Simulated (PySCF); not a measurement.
# Relaxation of doublet HRuO3

Level of theory: UPBE0 in PySCF with Ru def2-TZVP with ECP28, O def2-TZVP, H def2-TZVP; scalar-relativistic core potentials, no spin–orbit coupling; density-fitted integrals. A (50,194) grid was used.

A start at or just off a symmetric point, pushed along the force that breaks its symmetry, with no symmetry imposed:

Coordinates in bohr (charge 0 multiplicity 2):
```
Ru    0.1337    0.0608    0.0153
O    -2.1769   -0.1282    2.5064
O     0.5948    2.6056   -1.3339
O     0.5752   -2.8620   -1.3855
H     2.4640   -0.0409    1.8296
```

Optimiser trace:
```json
{"step": "0", "E − E(last) (kJ/mol)": "58.57", "largest gradient (Eh/bohr)": "0.16945"}
{"step": "1", "E − E(last) (kJ/mol)": "4.60", "largest gradient (Eh/bohr)": "0.02956"}
{"step": "2", "E − E(last) (kJ/mol)": "0.97", "largest gradient (Eh/bohr)": "0.01280"}
{"step": "3", "E − E(last) (kJ/mol)": "0.61", "largest gradient (Eh/bohr)": "0.00492"}
{"step": "4", "E − E(last) (kJ/mol)": "0.56", "largest gradient (Eh/bohr)": "0.00053"}
{"step": "5", "E − E(last) (kJ/mol)": "0.55", "largest gradient (Eh/bohr)": "0.00041"}
{"step": "6", "E − E(last) (kJ/mol)": "0.54", "largest gradient (Eh/bohr)": "0.00067"}
{"step": "7", "E − E(last) (kJ/mol)": "0.52", "largest gradient (Eh/bohr)": "0.00144"}
{"step": "8", "E − E(last) (kJ/mol)": "0.48", "largest gradient (Eh/bohr)": "0.00206"}
{"step": "9", "E − E(last) (kJ/mol)": "0.47", "largest gradient (Eh/bohr)": "0.00274"}
{"step": "10", "E − E(last) (kJ/mol)": "0.41", "largest gradient (Eh/bohr)": "0.00224"}
{"step": "11", "E − E(last) (kJ/mol)": "0.27", "largest gradient (Eh/bohr)": "0.00233"}
{"step": "12", "E − E(last) (kJ/mol)": "0.13", "largest gradient (Eh/bohr)": "0.00317"}
{"step": "13", "E − E(last) (kJ/mol)": "0.04", "largest gradient (Eh/bohr)": "0.00162"}
{"step": "14", "E − E(last) (kJ/mol)": "0.00", "largest gradient (Eh/bohr)": "0.00056"}
{"step": "15", "E − E(last) (kJ/mol)": "0.00", "largest gradient (Eh/bohr)": "0.00027"}
```

It ends at Cs with Ru–H 1.577 Å, Ru–O 1.662 Å (×2), Ru–O 1.716 Å; H–Ru–O 93.0°, H–Ru–O 101.0° (×2), O–Ru–O 112.4° (×2), O–Ru–O 128.4° (after a last refinement on a finer grid). A frequency run shows a minimum. Other isomers or separated fragments may lie lower.

Final geometry:
Z-matrix (Å, degrees; charge 0 multiplicity 2):
```
Ru
O  1 1.7158
O  1 1.6624 2 112.40
O  1 1.6624 2 112.40 3 -153.66
H  1 1.5774 2 92.98 3 103.17
```

With open d or f shells other occupations or spin states may lie lower.

The relaxation took 100 s on 4 threads of a shared Arm Neoverse V1 host, with 139 basis functions and 17 gradients; the process peaked at 0.86 GiB. Launch command: `OMP_NUM_THREADS=4 python axn.py task.json out`.
